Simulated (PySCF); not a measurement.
[PySCF 2.14: σ from GIAO-PBE0/pcSseg-1; coordinates at the GFN2-xTB level; single conformer; in vacuum; no relativistic terms; one averaged value for each set of equivalent atoms]

Chemical shifts δ = σref − σ; $^{1}$H, $^{13}$C vs TMS, all at this level. Shifts are as computed. Against solution values, carbons near 30 ppm lie about +3 ppm off and those near 130 ppm about +5 ppm. Of 1211 compounds with measured shifts, 218 miss one by over three times the rms of a fit or turn the order of signals round; such compounds aren't used in these exercises. OH and NH positions are gas-phase values without hydrogen bonding to other molecules.

Q: Order these molecules by the shift of their most deshielded carbon-bound hydrogen, lowest δ first.
A. C[C@H]1C[P@](C)(=N)C1
B. CC(C)O[C@@H]([SiH3])/C(F)=C/F
C. CP1CC[Si](C)(F)CC1
D. CO[C@](C)(/C=C(\C)F)[SiH2]F
E. CC(C)[C@@H]([SiH3])C(=O)C(F)F
F. N#Cc1cocp1

A: C (1.91 ppm, hydrogen on an sp3 CH2 bonded to P), A (2.70 ppm, hydrogen on an sp3 CH2 bonded to P), D (4.89 ppm, hydrogen on an alkene CH), E (5.70 ppm, hydrogen on an sp3 CH bonded to 2 F, α to a carbonyl), B (6.67 ppm, hydrogen on an alkene CH), F (9.01 ppm, hydrogen on an aromatic CH next to the ring oxygen).

Q: Order these molecules by the shift of their most shielded carbon-bound hydrogen, lowest δ first.
A. N#Cc1cocp1
B. CP1CC[Si](C)(F)CC1
C. CC(C)[C@@H]([SiH3])C(=O)C(F)F
D. FC(F)O[C@H]1CCC[SiH2]C1

A: B (0.07 ppm, hydrogen on a methyl carbon bonded to Si), D (0.74 ppm, hydrogen on an sp3 CH2 bonded to Si), C (1.12 ppm, hydrogen on a methyl carbon), A (8.60 ppm, hydrogen on an aromatic CH next to the ring oxygen).

Q: How many $^{13}$C and $^{1}$H signals does each give (equivalence by symmetry and fast rotation, but not about amide C–N or C=N bonds)? `CC(C)[C@@H]([SiH3])C(=O)C(F)F`, `CC(C)O[C@@H]([SiH3])/C(F)=C/F`, `N#Cc1cocp1`, `C[C@H]1C[P@](C)(=N)C1`, `CP1CC[Si](C)(F)CC1`, `FC(F)O[C@H]1CCC[SiH2]C1`, `CO[C@](C)(/C=C(\C)F)[SiH2]F`

A: CC(C)[C@@H]([SiH3])C(=O)C(F)F: 6 C, 6 H; CC(C)O[C@@H]([SiH3])/C(F)=C/F: 6 C, 6 H; N#Cc1cocp1: 4 C, 2 H; C[C@H]1C[P@](C)(=N)C1: 4 C, 6 H; CP1CC[Si](C)(F)CC1: 4 C, 6 H; FC(F)O[C@H]1CCC[SiH2]C1: 6 C, 12 H; CO[C@](C)(/C=C(\C)F)[SiH2]F: 6 C, 6 H.
